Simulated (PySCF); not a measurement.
HgI (SMILES [I][Hg]), doublet, at a GFN2-xTB geometry (such geometries of metal compounds can be far from the true shape) (the spin is typed, not shown lowest) (core potentials on Hg, I), with bond 1-2 at 2.0 times its length; PBE0/def2-SV(P) (PySCF).

Here is a job for PySCF.
```python
from pyscf import gto, scf, dft

mol = gto.M(
    atom='''
Hg    0.00000000    0.00000000   -4.15749186
I     0.00000000    0.00000000    1.78816854
''',
    basis='def2-sv(p)',
    ecp={'Hg': 'def2-sv(p)', 'I': 'def2-sv(p)'},
    spin=1,
    verbose=4,
)

mf = dft.UKS(mol)
mf.xc = 'pbe0'
mf.conv_tol_grad = 1e-7
mf.kernel()
```

**Question.** Predict the main parts of the log of this PySCF run.

**Answer.** 
```
PySCF version 2.14.0

[INPUT] verbose = 4
[INPUT] num. atoms = 2
[INPUT] num. electrons = 45
[INPUT] charge = 0
[INPUT] spin (= nelec alpha-beta = 2S) = 1
[INPUT] symmetry False subgroup None
[INPUT] Mole.unit = angstrom
[INPUT] Symbol           X                Y                Z      unit          X                Y                Z       unit  Magmom
[INPUT]  1 Hg     0.000000000000   0.000000000000  -4.157491860000 AA    0.000000000000   0.000000000000  -7.856520980509 Bohr   0.0
[INPUT]  2 I      0.000000000000   0.000000000000   1.788168540000 AA    0.000000000000   0.000000000000   3.379148805163 Bohr   0.0

nuclear repulsion = 44.5011298425319
number of shells = 21
number of NR pGTOs = 111
number of NR cGTOs = 51
basis = def2-sv(p)
ecp = {'Hg': 'def2-sv(p)', 'I': 'def2-sv(p)'}

******** <class 'pyscf.dft.uks.UKS'> ********
method = UKS
initial guess = minao
damping factor = 0
level_shift factor = 0
DIIS = <class 'pyscf.scf.diis.CDIIS'>
diis_start_cycle = 1
diis_space = 8
diis_damp = 0
SCF conv_tol = 1e-09
SCF conv_tol_grad = 1e-07
SCF max_cycles = 50
direct_scf = True
direct_scf_tol = 1e-13
number electrons alpha = 23  beta = 22
XC library pyscf.dft.libxc version 7.1.2
    S. Lehtola, C. Steigemann, M. J. T. Oliveira, and M. A. L. Marques,  SoftwareX 7, 1–5 (2018)
XC functionals = pbe0
    C. Adamo and V. Barone,  J. Chem. Phys. 110, 6158 (1999)
    M. Ernzerhof and G. E. Scuseria,  J. Chem. Phys. 110, 5029 (1999)
radial grids:
    Treutler-Ahlrichs [JCP 102, 346 (1995); DOI:10.1063/1.469408] (M4) radial grids

becke partition: Becke, JCP 88, 2547 (1988); DOI:10.1063/1.454033
pruning grids: <function nwchem_prune>
grids dens level: 3
symmetrized grids: False
atomic radii adjust function: <function treutler_atomic_radii_adjust>
small_rho_cutoff = 0
tot grids = 45704
init E= -408.110143985114

cycle= 1 E= -449.242437355212  delta_E= -41.1  |g|= 2.17  |ddm|= 12.8
cycle= 2 E= -444.33930341479  delta_E=  4.9  |g|= 1.88  |ddm|= 5.99

cycle= 3 E= -391.554442111496  delta_E= 52.8  |g|= 2.92  |ddm|= 15.9

cycle= 4 E= -391.409133832887  delta_E= 0.145  |g|= 2.94  |ddm|= 0.182

cycle= 5 E= -391.46725645781  delta_E= -0.0581  |g|= 2.93  |ddm|= 0.0738

cycle= 6 E= -391.378374148277  delta_E= 0.0889  |g|= 2.94  |ddm|= 0.711

cycle= 7 E= -391.377875020355  delta_E= 0.000499  |g|= 2.94  |ddm|= 0.281
cycle= 8 E= -391.194807653815  delta_E= 0.183  |g|=    3  |ddm|= 1.08
cycle= 9 E= -391.283325020892  delta_E= -0.0885  |g|= 2.98  |ddm|= 0.133
cycle= 10 E= -440.716665441856  delta_E= -49.4  |g|= 2.65  |ddm|=   17
cycle= 11 E= -430.823514188086  delta_E= 9.89  |g|= 3.22  |ddm|= 3.11
cycle= 12 E= -312.038073749493  delta_E=  119  |g|=  5.8  |ddm|= 7.75
cycle= 13 E= -430.741045131861  delta_E= -119  |g|= 3.19  |ddm|= 7.73
cycle= 14 E= -432.586652618094  delta_E= -1.85  |g|= 3.13  |ddm|= 5.76
cycle= 15 E= -432.692625841263  delta_E= -0.106  |g|= 3.14  |ddm|= 0.225
cycle= 16 E= -432.132846919374  delta_E= 0.56  |g|= 3.23  |ddm|= 0.871
cycle= 17 E= -431.809857305675  delta_E= 0.323  |g|= 3.29  |ddm|= 1.07

cycle= 18 E= -389.380073347977  delta_E= 42.4  |g|= 3.51  |ddm|=   16
cycle= 19 E= -433.566778407914  delta_E= -44.2  |g|= 3.17  |ddm|= 15.6
cycle= 20 E= -436.486693246147  delta_E= -2.92  |g|= 3.06  |ddm|= 6.06
cycle= 21 E= -436.705319784318  delta_E= -0.219  |g|= 2.96  |ddm|= 0.303
cycle= 22 E= -441.490583778392  delta_E= -4.79  |g|= 2.51  |ddm|= 2.21
cycle= 23 E= -441.853671909484  delta_E= -0.363  |g|= 2.43  |ddm|= 0.868
cycle= 24 E= -442.30910500821  delta_E= -0.455  |g|= 2.31  |ddm|= 0.55
cycle= 25 E= -450.304534713402  delta_E=   -8  |g|= 1.09  |ddm|= 5.16

cycle= 26 E= -451.000952547011  delta_E= -0.696  |g|= 0.597  |ddm|= 2.85
cycle= 27 E= -451.144365263851  delta_E= -0.143  |g|= 0.364  |ddm|= 1.67
cycle= 28 E= -451.194224137104  delta_E= -0.0499  |g|= 0.0188  |ddm|= 0.418
cycle= 29 E= -451.194597314071  delta_E= -0.000373  |g|= 0.00391  |ddm|= 0.0953
cycle= 30 E= -451.194607962828  delta_E= -1.06e-05  |g|= 0.0013  |ddm|= 0.00735
cycle= 31 E= -451.194609426305  delta_E= -1.46e-06  |g|= 0.000323  |ddm|= 0.00266
cycle= 32 E= -451.194609535533  delta_E= -1.09e-07  |g|= 7.78e-05  |ddm|= 0.000882
cycle= 33 E= -451.194609547171  delta_E= -1.16e-08  |g|= 2.46e-05  |ddm|= 0.000287
cycle= 34 E= -451.194609548538  delta_E= -1.37e-09  |g|= 3.69e-06  |ddm|= 0.000118
cycle= 35 E= -451.194609548577  delta_E= -3.98e-11  |g|= 1.3e-06  |ddm|= 2.1e-05
cycle= 36 E= -451.194609548581  delta_E= -3.3e-12  |g|= 3.37e-07  |ddm|= 4.85e-06
cycle= 37 E= -451.194609548581  delta_E= -5.12e-13  |g|= 1.25e-07  |ddm|= 2.13e-06
cycle= 38 E= -451.194609548581  delta_E= 1.14e-13  |g|= 1.13e-07  |ddm|= 1.29e-06
cycle= 39 E= -451.194609548582  delta_E= -3.41e-13  |g|= 1.12e-07  |ddm|= 7.06e-07
cycle= 40 E= -451.194609548581  delta_E= 1.14e-13  |g|= 1.12e-07  |ddm|= 4.43e-07
cycle= 41 E= -451.194609548581  delta_E= 1.14e-13  |g|= 1.12e-07  |ddm|= 3.18e-07
cycle= 42 E= -451.194609548581  delta_E= -1.14e-13  |g|= 1.12e-07  |ddm|= 2.45e-07
cycle= 43 E= -451.194609548581  delta_E=    0  |g|= 1.12e-07  |ddm|= 1.8e-07
cycle= 44 E= -451.194609548582  delta_E= -1.71e-13  |g|= 1.12e-07  |ddm|= 1.65e-07
cycle= 45 E= -451.194609548581  delta_E= 1.14e-13  |g|= 1.12e-07  |ddm|= 6.32e-08
cycle= 46 E= -451.194609548582  delta_E= -6.25e-13  |g|= 1.12e-07  |ddm|= 4.24e-07
cycle= 47 E= -451.194609548582  delta_E= 5.68e-13  |g|= 1.12e-07  |ddm|= 3.18e-07
cycle= 48 E= -451.194609548582  delta_E=    0  |g|= 1.12e-07  |ddm|= 2.69e-07
cycle= 49 E= -451.194609548581  delta_E= 2.27e-13  |g|= 1.12e-07  |ddm|= 2.48e-07
cycle= 50 E= -451.194609548581  delta_E= 1.14e-13  |g|= 1.12e-07  |ddm|= 2.39e-07
SCF not converged.
SCF energy = -451.194609548581 after 50 cycles  <S^2> = 0.75180666  2S+1 = 2.0018058
```

Convergence was not reached.
